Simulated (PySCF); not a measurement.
Molecule: SMILES C[C@@H](CF)CC(F)F, C5H9F3.

Cartesian coordinates in Å; atom numbers follow the order of the lines, from 1:
```xyz
17

C    -1.3322    1.2431   -0.5445
C    -0.4964    0.2625    0.2760
C    -1.1724   -1.1075    0.2433
F    -0.5947   -1.9806    1.1343
C     0.9371    0.2090   -0.2666
C     1.9200   -0.4124    0.7144
F     3.1499   -0.5005    0.1445
F     2.0703    0.3854    1.8020
H    -0.8939    2.2366   -0.5074
H    -2.3449    1.3021   -0.1542
H    -1.3806    0.9253   -1.5837
H    -0.4610    0.6021    1.3165
H    -1.0923   -1.5717   -0.7456
H    -2.2254   -1.0281    0.5316
H     0.9781   -0.3629   -1.1953
H     1.2863    1.2236   -0.4719
H     1.6451   -1.4140    1.0699
```

Frames of a GFN2-xTB Langevin trajectory at 400 K; GIAO PBE0/pcSseg-1 shieldings in PySCF 2.14.0 with density-fitted response routines, gas phase, non-relativistic; equivalent atoms averaged within each frame.

Referencing at the same level of theory: ¹³C (σref 186.93), ¹H (σref 31.72) against TMS; ¹⁹F (σref 170.95) against CFCl3. The references are static minima.

Question: How do the shifts (ppm) fluctuate along the trajectory?

Answer: 
```csv
time (fs),C6,C3,C5,C2,C1,F7,F8,F4,H17,H14
250,133.9,101.2,51.3,38.8,20.0,-111.6,-136.0,-239.8,7.82,6.14
425,128.9,94.8,48.7,35.1,7.8,-117.2,-130.8,-248.4,6.91,4.98
625,129.8,100.8,56.8,34.2,15.4,-121.8,-135.3,-228.3,6.69,5.66
800,124.2,91.0,54.6,35.4,17.2,-115.3,-141.4,-227.0,7.88,4.48
1000,122.8,90.7,58.4,45.5,23.1,-128.9,-145.9,-245.3,5.49,4.86
mean of frames,127.9,95.7,54.0,37.8,16.7,-119.0,-137.9,-237.8,6.96,5.23
standard deviation,4.5,5.1,4.0,4.7,5.8,6.7,5.9,9.8,0.98,0.67
```

5 frames give an uncertainty of the mean of about the standard deviation over 2.2 at best, since frames this close in time may not be independent; classical motion lacks zero-point vibration, and the reference would need the same averaging.
